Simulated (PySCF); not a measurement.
BClH₃N, SMILES NBCl. Geometry optimised at PBE0-D3(BJ)/def2-TZVP. One conformer was computed; it need not be the lowest.

The numbers are results of PBE0-D3(BJ)/def2-TZVP run with PySCF 2.14.0, not measurements.

Harmonic wavenumbers (cm⁻¹): 351, 548, 611, 709, 889, 933, 1138, 1360, 1629, 2668, 3619, 3722. Rotational constants (GHz): 51.93, 5.493, 4.968; symmetry number 1.

Question: Work out the zero-point energy and the ideal-gas rigid-rotor harmonic-oscillator thermochemistry at 298.15 K and 1 atm.

Answer: ZPE = ½ Σ hcν = ½ × 18176 cm⁻¹ = 25.98 kcal/mol. H − E(el) = 28.95 kcal/mol. Entropy in cal/(mol K): translation 38.35, rotation 22.94, vibration 2.79, total 64.08. G − E(el) = 9.84 kcal/mol. Cp = 13.88 cal/(mol K).
